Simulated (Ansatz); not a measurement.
CH6OSSi, SMILES `CS[SiH2]O`. Total charge 0; spin multiplicity 1.

```tsv
atom	x (Å)	y (Å)	z (Å)
C1	-1.495	0.809	-0.190
S2	-0.885	-0.381	1.043
Si3	1.170	-0.411	0.525
O4	1.461	-0.996	-0.986
H5	-1.304	0.455	-1.202
H6	-1.034	1.786	-0.044
H7	-2.570	0.897	-0.040
H8	1.797	-1.242	1.585
H9	1.726	0.961	0.487
H10	1.135	-1.877	-1.178
```

What are the harmonic wavenumbers in cm⁻¹ at PBE0-D4/def2-TZVP (Ansatz, finite differences of forces, unscaled)? (Estimate.)

Ansatz gave: 87, 101, 165, 225, 333, 512, 587, 725, 741, 839, 891, 912, 940, 972, 989, 1349, 1469, 1476, 2227, 2250, 3067, 3159, 3165, 3911.

Is this a minimum?

Yes, all 24 modes are real.

Give the ideal-gas thermochemistry at 298.15 K and 1 bar (rigid rotor, harmonic oscillator; point group C1, symmetry number 1).

Zero-point energy 186.0 kJ/mol; H(298) − E = 206.2 kJ/mol; entropy 339.3 J/(mol·K), of which translation 165.5, rotation 109.8, vibration 64.0; G(298) − E = 105.0 kJ/mol. Modes under 100 cm⁻¹ are hindered rotations or soft bends, so the harmonic entropy is rough.

And at 400, 500, 600, 800 and 1000 K?


| T (K) | H − E (kJ/mol) | S (J/mol/K) | G − E (kJ/mol) |
| --- | --- | --- | --- |
| 400 | 217.5 | 371.8 | 68.8 |
| 500 | 230.3 | 400.4 | 30.1 |
| 600 | 244.6 | 426.3 | -11.2 |
| 800 | 276.2 | 471.7 | -101.2 |
| 1000 | 311.0 | 510.5 | -199.5 |

Rotational constants (cm⁻¹)?

0.2619, 0.09262, 0.07903.
